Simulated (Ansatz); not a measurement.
**Nudged elastic band run: Cl3FH2HfO**

Input file:

```yaml
crystal:
  periodic: [false, false, false]
  atoms:
    - { symbol: Hf, position_ang: [-0.026991, 0.019494, -0.016852] }
    - { symbol: F, position_ang: [0.285023, 0.076289, 1.878565] }
    - { symbol: Cl, position_ang: [2.249117, -0.025252, -0.694168] }
    - { symbol: Cl, position_ang: [-0.793213, 2.06855, -0.959372] }
    - { symbol: Cl, position_ang: [-0.823914, -1.94136, -1.153392] }
    - { symbol: O, position_ang: [-2.125614, -0.188484, 1.014035] }
    - { symbol: H, position_ang: [-2.917085, -0.576368, 0.662804] }
    - { symbol: H, position_ang: [-2.213321, -0.06257, 1.951578] }
basis:
  gaussian: { orbitals: def2-SVP }
hamiltonian:
  xc: hf
neb:
  order_check: false
  images: 5
  f_tol: 0.05
  max_iterations: 60
  final_atoms:
    - { symbol: Hf, position_ang: [-0.46876095, -0.082684, -0.28454646] }
    - { symbol: F, position_ang: [-0.37327367, 0.98690194, 1.90566839] }
    - { symbol: Cl, position_ang: [1.74624446, -0.78033181, 0.24862255] }
    - { symbol: Cl, position_ang: [-0.73133259, 2.15057308, -1.07146856] }
    - { symbol: Cl, position_ang: [-0.97315516, -1.37849688, -2.20452519] }
    - { symbol: O, position_ang: [-1.87935825, -0.73302634, 0.90543755] }
    - { symbol: H, position_ang: [-2.60045533, -1.3426, 0.90148378] }
    - { symbol: H, position_ang: [-1.08590651, 0.54996301, 2.28252594] }
  initial_path:
    images:
      - { positions_ang: [[-0.026991, 0.019494, -0.016852], [0.285023, 0.076289, 1.878565], [2.249117, -0.025252, -0.694168], [-0.793213, 2.06855, -0.959372], [-0.823914, -1.94136, -1.153392], [-2.125614, -0.188484, 1.014035], [-2.917085, -0.576368, 0.662804], [-2.213321, -0.06257, 1.951578]] }
      - { positions_ang: [[-0.01641344, 0.01393826, -0.00717502], [0.18071989, 0.04202044, 2.03296523], [2.2969638, -0.01375389, -0.72732672], [-0.91782795, 2.06956784, -0.91208926], [-0.94044925, -1.97446135, -1.05873212], [-2.16860926, -0.12654064, 0.9186561], [-2.87560117, -0.59229677, 0.48888029], [-1.92478061, -0.04817489, 1.94801949]] }
      - { positions_ang: [[-0.00583589, 0.00838251, 0.00250196], [0.07641677, 0.00775188, 2.18736545], [2.34481061, -0.00225578, -0.76048544], [-1.0424429, 2.07058567, -0.86480652], [-1.0569845, -2.00756271, -0.96407223], [-2.21160453, -0.06459727, 0.82327721], [-2.83411734, -0.60822553, 0.31495659], [-1.63624023, -0.03377978, 1.94446098]] }
      - { positions_ang: [[0.00474167, 0.00282677, 0.01217894], [-0.02788634, -0.02651667, 2.34176568], [2.39265741, 0.00924233, -0.79364415], [-1.16705784, 2.07160351, -0.81752378], [-1.17351975, -2.04066406, -0.86941235], [-2.25459979, -0.00265391, 0.72789831], [-2.79263352, -0.6241543, 0.14103288], [-1.34769984, -0.01938467, 1.94090247]] }
      - { positions_ang: [[-0.15309253, -0.02567682, -0.08672952], [-0.14301545, 0.31128953, 2.19639992], [2.17718643, -0.25394905, -0.44622192], [-1.02181609, 2.0979267, -0.90217204], [-1.10673155, -1.81994167, -1.31444996], [-2.12951928, -0.24611139, 0.78707806], [-2.72857412, -0.8636362, 0.39451651], [-1.2604354, 0.17039789, 2.05477696]] }
      - { positions_ang: [[-0.31092674, -0.05418041, -0.18563799], [-0.25814456, 0.64909573, 2.05103416], [1.96171545, -0.51714043, -0.09879968], [-0.87657434, 2.12424989, -0.9868203], [-1.03994336, -1.59921927, -1.75948758], [-2.00443876, -0.48956887, 0.8462578], [-2.66451473, -1.1031181, 0.64800015], [-1.17317096, 0.36018045, 2.16865145]] }
      - { positions_ang: [[-0.46876095, -0.082684, -0.28454646], [-0.37327367, 0.98690194, 1.90566839], [1.74624446, -0.78033181, 0.24862255], [-0.73133259, 2.15057308, -1.07146856], [-0.97315516, -1.37849688, -2.20452519], [-1.87935825, -0.73302634, 0.90543755], [-2.60045533, -1.3426, 0.90148378], [-1.08590651, 0.54996301, 2.28252594]] }
```

Run as:

```bash
$ ansatz run input.yaml --threads 2 --pin off --max-ram 3072MiB --backend cpu --events-out ev --progress --plain --runs-dir out
```

Output, in part (warnings, iteration lines, the closing report on the highest movable image, with atoms numbered from 0):

```
NEB end point (image 0): max|allowed force component| = 8.471e-3 eV/Å (the criterion of neb.relax_end_points is 1.000e-2)
NEB end point (image 6): max|allowed force component| = 2.742e-2 eV/Å (the criterion of neb.relax_end_points is 1.000e-2)
NEB iter   1: max|band force component| = 4.711e0 eV/Å  barrier→ = 5.4290 eV  barrier← = 4.4919 eV  Δτ_max = 0.2000 Å  (261 SCF iters)
NEB iter   2: max|band force component| = 2.398e0 eV/Å  barrier→ = 2.7963 eV  barrier← = 1.8592 eV  Δτ_max = 0.2000 Å  (203 SCF iters)
NEB iter   3: max|band force component| = 3.877e0 eV/Å  barrier→ = 1.7251 eV  barrier← = 0.7880 eV  Δτ_max = 0.1012 Å  (185 SCF iters)
NEB iter   4: max|band force component| = 1.568e0 eV/Å  barrier→ = 1.5243 eV  barrier← = 0.5872 eV  Δτ_max = 0.2000 Å  (185 SCF iters)
NEB iter   5: max|band force component| = 1.713e0 eV/Å  barrier→ = 1.3386 eV  barrier← = 0.4015 eV  Δτ_max = 0.1964 Å  (184 SCF iters)
NEB iter   6: max|band force component| = 1.474e0 eV/Å  barrier→ = 1.2192 eV  barrier← = 0.2821 eV  Δτ_max = 0.1982 Å  (188 SCF iters)
NEB iter   7: max|band force component| = 7.520e-1 eV/Å  barrier→ = 1.1691 eV  barrier← = 0.2319 eV  Δτ_max = 0.1750 Å  (184 SCF iters)
NEB iter   8: max|band force component| = 8.314e-1 eV/Å  barrier→ = 1.1261 eV  barrier← = 0.1890 eV  Δτ_max = 0.0648 Å  (188 SCF iters)
NEB iter   9: max|band force component| = 3.470e-1 eV/Å  barrier→ = 1.1211 eV  barrier← = 0.1840 eV  CI = image 4  Δτ_max = 0.0895 Å  (189 SCF iters)
NEB iter  10: max|band force component| = 4.041e-1 eV/Å  barrier→ = 1.1736 eV  barrier← = 0.2365 eV  CI = image 4  Δτ_max = 0.0895 Å  (190 SCF iters)
NEB iter  11: max|band force component| = 3.231e-1 eV/Å  barrier→ = 1.2238 eV  barrier← = 0.2867 eV  CI = image 4  Δτ_max = 0.0441 Å  (189 SCF iters)
NEB iter  12: max|band force component| = 2.325e-1 eV/Å  barrier→ = 1.2521 eV  barrier← = 0.3150 eV  CI = image 4  Δτ_max = 0.0891 Å  (187 SCF iters)
NEB iter  13: max|band force component| = 4.969e-1 eV/Å  barrier→ = 1.2920 eV  barrier← = 0.3549 eV  CI = image 4  Δτ_max = 0.0442 Å  (187 SCF iters)
NEB iter  14: max|band force component| = 1.962e-1 eV/Å  barrier→ = 1.2774 eV  barrier← = 0.3403 eV  CI = image 4  Δτ_max = 0.0402 Å  (189 SCF iters)
NEB iter  15: max|band force component| = 1.583e-1 eV/Å  barrier→ = 1.2727 eV  barrier← = 0.3356 eV  CI = image 4  Δτ_max = 0.0876 Å  (192 SCF iters)
NEB iter  16: max|band force component| = 1.163e-1 eV/Å  barrier→ = 1.2645 eV  barrier← = 0.3274 eV  CI = image 4  Δτ_max = 0.0888 Å  (189 SCF iters)
NEB iter  17: max|band force component| = 1.198e-1 eV/Å  barrier→ = 1.2545 eV  barrier← = 0.3174 eV  CI = image 4  Δτ_max = 0.0888 Å  (188 SCF iters)
NEB iter  18: max|band force component| = 7.372e-2 eV/Å  barrier→ = 1.2429 eV  barrier← = 0.3058 eV  CI = image 4  Δτ_max = 0.0887 Å  (189 SCF iters)
NEB iter  19: max|band force component| = 9.360e-2 eV/Å  barrier→ = 1.2335 eV  barrier← = 0.2964 eV  CI = image 4  Δτ_max = 0.0444 Å  (189 SCF iters)
NEB iter  20: max|band force component| = 1.106e-1 eV/Å  barrier→ = 1.2278 eV  barrier← = 0.2907 eV  CI = image 4  Δτ_max = 0.0222 Å  (188 SCF iters)
NEB iter  21: max|band force component| = 6.700e-2 eV/Å  barrier→ = 1.2256 eV  barrier← = 0.2885 eV  CI = image 4  Δτ_max = 0.0444 Å  (178 SCF iters)
NEB iter  22: max|band force component| = 6.926e-2 eV/Å  barrier→ = 1.2213 eV  barrier← = 0.2842 eV  CI = image 4  Δτ_max = 0.0222 Å  (188 SCF iters)
NEB iter  23: max|band force component| = 5.526e-2 eV/Å  barrier→ = 1.2196 eV  barrier← = 0.2825 eV  CI = image 4  Δτ_max = 0.0222 Å  (189 SCF iters)
NEB iter  24: max|band force component| = 4.814e-2 eV/Å  barrier→ = 1.2180 eV  barrier← = 0.2809 eV  CI = image 4  Δτ_max = 0.0222 Å  (191 SCF iters)
NEB iter  25: max|band force component| = 3.943e-2 eV/Å  barrier→ = 1.2167 eV  barrier← = 0.2796 eV  CI = image 4  Δτ_max = 0.0443 Å  (37 SCF iters)
NEB iter  26: max|band force component| = 6.612e-2 eV/Å  barrier→ = 1.2149 eV  barrier← = 0.2778 eV  CI = image 4  Δτ_max = 0.0891 Å  (38 SCF iters)
NEB iter  27: max|band force component| = 3.564e-1 eV/Å  barrier→ = 1.2146 eV  barrier← = 0.2775 eV  CI = image 4  Δτ_max = 0.0445 Å  (189 SCF iters)
NEB iter  28: max|band force component| = 6.163e-2 eV/Å  barrier→ = 1.2144 eV  barrier← = 0.2773 eV  CI = image 4  Δτ_max = 0.0440 Å  (188 SCF iters)
NEB iter  29: max|band force component| = 7.314e-2 eV/Å  barrier→ = 1.2143 eV  barrier← = 0.2771 eV  CI = image 4  Δτ_max = 0.0099 Å  (158 SCF iters)
NEB iter  30: max|band force component| = 2.740e-2 eV/Å  barrier→ = 1.2142 eV  barrier← = 0.2771 eV  CI = image 4  Δτ_max = 0.0000 Å  (345 SCF iters)
Total energy: -43570.73143939 eV, -1601.1948470952 hartree
Atom 0 at    -0.363148     0.049793    -0.210072 Å, force     0.000513     0.000001     0.000223 eV/Å
Atom 1 at    -0.475362     0.889901     1.818353 Å, force     0.001092     0.000713     0.000623 eV/Å
Atom 2 at     1.881053    -0.640298     0.087591 Å, force    -0.000212     0.000517     0.000368 eV/Å
Atom 3 at    -0.594561     2.180975    -1.213177 Å, force    -0.000122    -0.000202    -0.000220 eV/Å
Atom 4 at    -1.123094    -1.407970    -1.927762 Å, force    -0.000022     0.000168     0.000127 eV/Å
Atom 5 at    -1.829978    -0.638516     1.096811 Å, force     0.001364    -0.001340    -0.010356 eV/Å
Atom 6 at    -2.554229    -1.240354     1.170994 Å, force    -0.000770     0.001741     0.006393 eV/Å
Atom 7 at    -1.306679     0.176768     1.860460 Å, force    -0.001844    -0.001597     0.002843 eV/Å
Dipole moment:    -0.605433    -0.292702     0.519783 e Å
```

The forces met the threshold. The band force fell under the threshold earlier too, but the program's further tests of the path sent the band on. A vibrational analysis at the climbing image gives one clearly imaginary mode, 1149i cm⁻¹: a first-order saddle point. The orbitals stay closed-shell, which can raise the energy where a bond breaks towards radicals; this wasn't checked here.

Final band (atoms are numbered from 1 in the order of the input):

| image | path coordinate (Å) | energy (eV) | O6–H8 (Å) | F2–H8 (Å) |
| --- | --- | --- | --- | --- |
| 0 | 0.00 | 0.00 | 0.95 | 2.50 |
| 1 | 0.75 | 0.04 | 0.95 | 2.42 |
| 2 | 1.50 | 0.10 | 0.95 | 2.34 |
| 3 | 2.25 | 0.23 | 0.96 | 1.93 |
| 4 | 3.00 | 1.21 | 1.23 | 1.10 |
| 5 | 3.44 | 1.00 | 1.65 | 0.94 |
| 6 | 3.88 | 0.94 | 2.04 | 0.92 |

The run took 9.2 min on 2 threads of Arm Neoverse N1, with other jobs on the host, peak memory 0.33 GiB.
